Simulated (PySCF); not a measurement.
Species: C₆H₅ClO (charge -1 and doublet state).
Cartesian coordinates in Å at the GFN2-xTB level; atoms count from 1:
```xyz
13
C6H5ClO angstrom
O     -1.503    1.963   -0.461
C     -0.662    0.876   -0.207
C     -1.198   -0.388   -0.050
C     -0.312   -1.507    0.214
C      1.043   -1.283    0.305
C      1.597   -0.027    0.152
C      0.699    1.080   -0.116
Cl     1.369    2.680   -0.310
H     -2.398    1.609   -0.485
H     -2.270   -0.542   -0.123
H     -0.734   -2.497    0.335
H      1.708   -2.121    0.505
H      2.658    0.157    0.223
```

The hyperfine couplings belong to this conformer and change with its torsions.

As a line formula: `O[C-]1[CH]C=CC=C1Cl` [radical] (charge -1).

The calculation used UKS B3LYP, pcH-1 on C Cl H O, non-relativistic, mean-field spin-orbit, GIAO (PySCF). GFN2-xTB frequencies show an imaginary mode (85i cm⁻¹), so this geometry is no minimum at that level. Whether the extra electron is bound in the gas phase wasn't checked; a finite basis holds it in any case. A GFN2-xTB geometry isn't a minimum of the functional, and hyperfine couplings can be far from their values at a DFT geometry, by a factor of two or more for some ions and for spin on atoms past the first row. Stability of the SCF solution: not tested.

Principal values of hyperfine tensors in MHz (contact, dipolar and spin–orbit terms together), for some of the nuclei:

```tsv
atom	isotope	A1	A2	A3
C2	13C	-39.77	-23.75	-21.89
C5	13C	-39.09	-21.59	-18.67
H13	1H	-41.62	-24.92	-11.03
C6	13C	-6.68	-5.22	83.75
C7	13C	-5.31	-3.99	75.97
H11	1H	-34.02	-20.90	-8.04
C3	13C	-7.48	-6.25	76.62
C4	13C	-7.51	-6.46	67.58
```

Problem. Give the isotropic coupling of each nucleus in MHz and in mT (g = 2.0029), and the anisotropic part.

Solution. a_iso = (A1 + A2 + A3)/3, Ti = Ai − a_iso; 1 mT corresponds to 28.033 MHz. The tensors hold a spin–orbit part: the run splits a_iso into a_FC + a_SO, and T includes its anisotropic share.

| atom | a_iso (MHz) | a_FC | a_SO | a_iso (mT) | T1 | T2 | T3 |
| --- | --- | --- | --- | --- | --- | --- | --- |
| C2 | -28.47 | -28.48 | 0.01 | -1.016 | -11.30 | 4.72 | 6.58 |
| C5 | -26.45 | -26.46 | 0.01 | -0.943 | -12.64 | 4.86 | 7.78 |
| H13 | -25.86 | -25.89 | 0.03 | -0.922 | -15.76 | 0.94 | 14.82 |
| C6 | 23.95 | 23.97 | -0.02 | 0.854 | -30.63 | -29.17 | 59.80 |
| C7 | 22.22 | 22.04 | 0.19 | 0.793 | -27.53 | -26.22 | 53.75 |
| H11 | -20.99 | -21.00 | 0.01 | -0.749 | -13.03 | 0.08 | 12.94 |
| C3 | 20.96 | 21.04 | -0.07 | 0.748 | -28.44 | -27.21 | 55.66 |
| C4 | 17.87 | 17.91 | -0.04 | 0.637 | -25.38 | -24.33 | 49.71 |

Problem. What spin density at the nucleus of C2 lies behind its contact coupling (g_N = 1.40482)?

Solution. a_FC = (2μ0/3) gₑ μB g_N μN ρ(0)/(2S·h) = 800.24 MHz × g_N × ρ(0)/(2S), with ρ in bohr⁻³. With a_FC = -28.48 MHz and 2S = 1, ρ(0) = -0.02533 bohr⁻³.

Problem. H10 (1H, g_N = 5.58569) isn't in the table. Its spin density at the nucleus is -0.00514 bohr⁻³. What is its contact coupling?

Solution. By the same relation, a_FC = -23.0 MHz. Its full tensor has the principal values -37.75, -22.22, -8.96 MHz.

Problem. Which nucleus of the table has the largest anisotropic coupling, and what is its form?

Solution. C6: -30.6, -29.2, 59.8 MHz, nearly axial, close to the ratio −1:−1:+2, the form that spin in one p orbital centred on that nucleus gives.

Problem. In a single crystal, with the field along each principal axis of the tensor of C5 in turn, what first-order splitting does this nucleus give (isotropic g, quadrupole terms neglected)?

Solution. 2 lines (I = 1/2), spaced by |A_i|/(g × 13.996): 1.39, 0.77, 0.67 mT along the axes of A1, A2 and A3.

Hardware: one thread of an Arm Neoverse V2, no GPU, on a shared host. Cost: 67 s wall (with the writing of density and orbital grids), 0.95 GiB resident at most.
